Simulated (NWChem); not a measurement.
# Polarisability of HCu

```
Cu
H 1 1.4632
```
Charge 0, spin multiplicity 1.

Everything below was run with NWChem. All single points use one geometry, from PBE/def2-SVP, a minimum by its harmonic frequencies.

Basis set: def2-SVPD. Static limit.

The correlated methods keep 9 core orbitals frozen. B3LYP has NWChem's definition, with VWN1-RPA local correlation. The structure started from a generated list of species. Coupled-cluster values serve here as a point of comparison, not as the truth.

Task: Order these methods by the isotropic polarisability they give, lowest first: HF, PBE, B3LYP, CCSD linear response.

Result: HF (27.43 bohr³), B3LYP (32.95 bohr³), PBE (35.18 bohr³), CCSD linear response (35.76 bohr³)
